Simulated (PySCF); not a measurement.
Mg(I)(Et) (C2H5IMg), SMILES C[CH2][Mg][I].

Geometry: B3LYP-D3(BJ)/def2-SVP. The def2 effective core potentials stand for the cores of I; spin–orbit coupling is left out. One conformer was computed; it need not be the lowest.

Level of theory: B3LYP/def2-TZVP in PySCF.

Symmetry labels are those of the subgroup Cs that the program uses (full group Cs).

List the valence orbital energies around the gap with their symmetry. (Estimate from the structure and the level; the computed values follow.)


| orbital | symmetry | energy (eV) |
|---|---|---|
| HOMO−7 | A" | -11.81 |
| HOMO−6 | A' | -11.23 |
| HOMO−5 | A' | -9.99 |
| HOMO−4 | A" | -9.37 |
| HOMO−3 | A' | -8.45 |
| HOMO−2 | A' | -7.10 |
| HOMO−1 | A" | -7.10 |
| HOMO | A' | -6.75 |
| LUMO | A' | -1.47 |
| LUMO+1 | A' | -0.62 |
| LUMO+2 | A" | -0.54 |
| LUMO+3 | A' | 1.06 |
